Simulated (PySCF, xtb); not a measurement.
BClH, SMILES Cl[BH], multiplicity 2.

Harmonic wavenumbers (cm⁻¹) from GFN2-xTB in xtb at its own minimum, in rising order: 799, 926, 2598.

### Question
What does PySCF 2.14.0 with PBE0-D3(BJ)/def2-TZVPD give at its own minimum? (Estimate from the structure and the level; the computed values follow.)

### Answer
843, 907, 2641. Paired by order, the mean absolute difference is 36 cm⁻¹ and the zero-point energies are 6.2 and 6.3 kcal/mol.
